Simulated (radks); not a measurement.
Q: The mean radii <r> (bohr) of the occupied orbitals of an atom or ion are listed with their occupations. All-electron calculation, scalar-relativistic Kohn-Sham, SOGGA, spin-polarised, spherical densities, finite nucleus; Fermi nuclear charge, rms radius of each element as measured or else 0.836 A^(1/3) + 0.57 fm. Program: a radial shooting solver on a logarithmic mesh with Libxc functionals.

| orbital | occ. | <r> |
|---|---|---|
| 1s up | 1 | 0.05034 |
| 1s down | 1 | 0.05034 |
| 2s up | 1 | 0.2264 |
| 2s down | 1 | 0.2263 |
| 2p up | 3 | 0.1984 |
| 2p down | 3 | 0.1983 |
| 3s up | 1 | 0.6781 |
| 3s down | 1 | 0.6783 |
| 3p up | 3 | 0.7073 |
| 3p down | 3 | 0.7073 |
| 3d up | 5 | 0.8336 |
| 3d down | 4 | 0.8303 |
| 4s up | 1 | 2.122 |
| 4f up | 1 | 8.589 |

Name the element and its charge. Open shells, if any, are filled with parallel spins first.

A: Z = 30, zinc, charge +1: Zn+ in [Ar] 3d9 4s1 4f1. The 1s radius gives Z: for a bare nucleus <r> = (2 gamma + 1)/(2Z) with gamma = sqrt(1 - (Z/c)^2), 0.04919 bohr for Z = 30, and screening makes it slightly larger (0.05034 here). The occupations add up to 29, and the charge is Z minus that.
